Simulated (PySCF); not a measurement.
# EPR parameters of C3H11N2Si

Species: C3H11N2Si (doublet state).
Structure used (GFN2-xTB), in Å, numbered top down from 1:
```xyz
17
C3H11N2Si angstrom
C      2.7597   -0.3673    0.4946
C      1.9096    0.6819   -0.1079
N      0.5463    0.5144   -0.1819
Si    -0.4067   -0.8868    0.1536
N     -2.0091   -0.3275   -0.1433
C     -2.6478    0.7223    0.6145
H      3.8081   -0.1678    0.2831
H      2.6421   -0.4292    1.5844
H      2.4940   -1.3458    0.0918
H      2.2925    1.6777   -0.2487
H      0.0777    1.2753   -0.6515
H     -0.1036   -1.3243    1.5248
H     -0.2559   -2.0067   -0.7869
H     -2.6763   -1.0296   -0.4211
H     -1.9027    1.4640    0.8934
H     -3.4160    1.2084    0.0077
H     -3.1189    0.3529    1.5330
```

The hyperfine couplings belong to this conformer and change with its torsions.

As a line formula: `C[CH]N[SiH2]NC` [radical].

Method: PySCF, UKS B3LYP, pcH-1 on C H N Si, non-relativistic, mean-field spin-orbit, GIAO. The structure is a single GFN2-xTB conformer in the gas phase; no vibrational or solvent corrections. A GFN2-xTB geometry isn't a minimum of the functional, and hyperfine couplings can be far from their values at a DFT geometry. The SCF solution wasn't tested for stability.

```json
{
 "g1, g2, g3": "2.00219, 2.00295, 2.00324",
 "g_iso": "2.00279",
 "Form of g": "rhombic: the two nearest values differ by 27 % of g3 − g1",
 "⟨S²⟩": "0.7533 (exact 0.7500)"
}
```

Isotropic coupling and dipolar principal values T1 to T3, in MHz; ρ(0) is the spin density at the nucleus:

```
atom  isotope  a_iso  of which spin–orbit     T1     T2     T3  Mulliken spin population  ρ(0) (bohr⁻³)
  C1      13C  -30.6                  0.0   -1.5   -1.2    2.7                     -0.07        -0.0272
  C2      13C   99.7                 -0.1  -72.3  -71.4  143.7                      0.86         0.0887
  N3      14N    1.4                  0.0   -9.3   -8.6   17.9                      0.12         0.0044
 Si4     29Si    8.3                  0.0   -2.5    1.0    1.6                      0.02        -0.0093
  N5      14N   -0.1                  0.0   -0.3    0.0    0.3                      0.00        -0.0002
  C6      13C    2.7                  0.0   -0.4   -0.3    0.7                      0.00         0.0024
  H7       1H   16.4                  0.0   -5.3   -3.8    9.0                      0.01         0.0037
  H8       1H  127.7                  0.0   -4.2   -3.3    7.4                      0.06         0.0286
  H9       1H   51.0                  0.0   -4.8   -3.9    8.6                      0.02         0.0114
 H10       1H  -48.2                  0.0  -34.5    0.3   34.2                     -0.04        -0.0108
 H11       1H   -5.1                  0.0  -10.1   -5.5   15.6                      0.00        -0.0011
 H12       1H    7.3                  0.0   -2.0   -1.9    3.9                      0.00         0.0016
 H13       1H   25.8                  0.0   -2.1   -1.4    3.5                      0.02         0.0058
 H14       1H   -0.4                  0.0   -0.9   -0.9    1.8                      0.00        -0.0001
 H15       1H    0.3                  0.0   -1.9   -1.3    3.3                      0.00         0.0001
 H16       1H   -0.1                  0.0   -0.7   -0.6    1.3                      0.00         0.0000
 H17       1H    0.5                  0.0   -0.7   -0.6    1.3                      0.00         0.0001
```

Largest spin populations (Mulliken): C2 (+0.86), N3 (+0.12), C1 (-0.07) and H8 (+0.06). No atom but C2 exceeds +0.15. The angles at C2 add up to 358.0°, so it is nearly planar; its axial dipolar tensor and the negative coupling of its proton fit spin in a p orbital normal to that plane.

Axes: g2 points within 7° of the C2–N3 bond.

Under fast tumbling the dipolar parts average out, and these isotropic splittings remain: 3 × 1H (H7/H8/H9, I = 1/2, 4 lines) with 2.32 mT, 1 × 1H (H10, I = 1/2, 2 lines) with 1.72 mT, 2 × 1H (H12/H13, I = 1/2, 3 lines) with 0.59 mT, 1 × 1H (H11, I = 1/2, 2 lines) with 0.18 mT and 1 × 14N (N3, I = 1, 3 lines) with 0.05 mT.

Nuclei that the bonding pattern makes equivalent are averaged, as if the motion that swaps them (rotation, inversion, ring flip) were fast. The three 1H nuclei of mean +65.0 MHz run from 16.4 to 127.7 MHz in the frozen geometry. The 1H value of +16.5 MHz is a mean of couplings from 7.3 to 25.8 MHz in this one geometry, not an average over conformers.

The 29Si coupling of Si4 (8.3 MHz) shows only in satellite lines or after enrichment, since that isotope makes up about 4.7 % of natural silicon.

The 13C coupling of C2 (99.7 MHz) shows only in satellite lines or after enrichment, since that isotope makes up about 1.07 % of natural carbon.

Examples of negative spin density at the nucleus (bohr⁻³): C1 (-0.0272), H10 (-0.0108) and Si4 (-0.0093).
